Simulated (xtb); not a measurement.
B(H)(OH)(SH) (BH₃OS), SMILES OBS. All values are semi-empirical tight-binding results from xtb (GFN2-xTB unless named), good for trends rather than for accurate numbers. Geometry: GFN2-xTB. One conformer was computed; it need not be the lowest.

Computed properties:
```
Property                                          Result
-----------------------------------------  -------------
point group as xtb finds it                           Cs
orbital gap                                      4.98 eV
zero-point energy                          22.2 kcal/mol
G − E(el) at 298.15 K (modified RRHO)       6.0 kcal/mol
static polarisability (D4 model)              40.7 bohr³
solvation energy, GFN2-xTB/ALPB(water)     -5.4 kcal/mol
solvation energy, GFN2-xTB/ALPB(methanol)  -6.5 kcal/mol
```
